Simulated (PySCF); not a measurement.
**Spinor energies of In²²⁺ (indium, charge +22)**

Start: [Ar] 3d9; 3d3/2 filled at m_j = -1/2, +1/2, +3/2; 3d5/2 filled at m_j = -5/2, -3/2, -1/2, +1/2, +3/2, +5/2. Calculated with PySCF 2.14 in an even-tempered Gaussian basis (17 s from 2.7 bohr⁻², ratio 2.8; 12 p from 3.5 bohr⁻², ratio 2.8; 8 d from 3.5 bohr⁻², ratio 2.8; 3 f from 16 bohr⁻², ratio 3): generalised Hartree-Fock with the X2C-1e Hamiltonian and a Gaussian nucleus; one run each with spin-orbit coupling (SO) screened by Boettger's factors, then bare. This is a chosen level, not necessarily the ground level.

| spinor shell | electrons | ε, screened SO (eV) | ε, bare SO (eV) | weight of nominal j (bare SO) | rms radius, bare SO (bohr) |
| --- | --- | --- | --- | --- | --- |
| 1s1/2 | 2 | -28789.5 | -28789.4 | 1.000 | 0.0340 |
| 2s1/2 | 2 | -4986.8 | -4986.8 | 1.000 | 0.139 |
| 2p1/2 | 2 | -4688.3 | -4695.1 | 1.000 | 0.120 |
| 2p3/2 | 4 | -4476.9 | -4474.2 | 1.000 | 0.125 |
| 3s1/2 | 2 | -1492.8 | -1492.8 | 1.000 | 0.364 |
| 3p1/2 | 2 | -1369.3 | -1370.7 | 0.998 | 0.355 |
| 3d3/2 | 3 | -1126.2 | -1127.5 | 0.983 | 0.334 |
| 3d5/2 | 6 | -1118.0 | -1117.2 | 0.991 | 0.337 |

Task: Where does 3p3/2 lie, and what is the 3p spin-orbit splitting (bare SO)?

Result: At -1331.1 eV, 39.507 eV above 3p1/2.

```json
{"quantity": "E (hartree)", "screened SO": "-5650.51631", "bare SO": "-5650.58847"}
{"quantity": "M_J", "screened SO": "3/2", "bare SO": "3/2"}
{"quantity": "⟨J²⟩", "screened SO": "3.750", "bare SO": "3.750"}
{"quantity": "⟨L²⟩", "screened SO": "6.010", "bare SO": "6.012"}
{"quantity": "⟨S²⟩", "screened SO": "0.760", "bare SO": "0.761"}
```

Each row is a mean over spinors that exchange with the open shell spreads, by up to 14.229 eV (3p1/2).

Breit and QED terms are absent; they matter most for the inner s and p1/2 levels.

Densities and radii are taken from the X2C orbitals without a picture-change correction, which distorts them close to the nucleus.
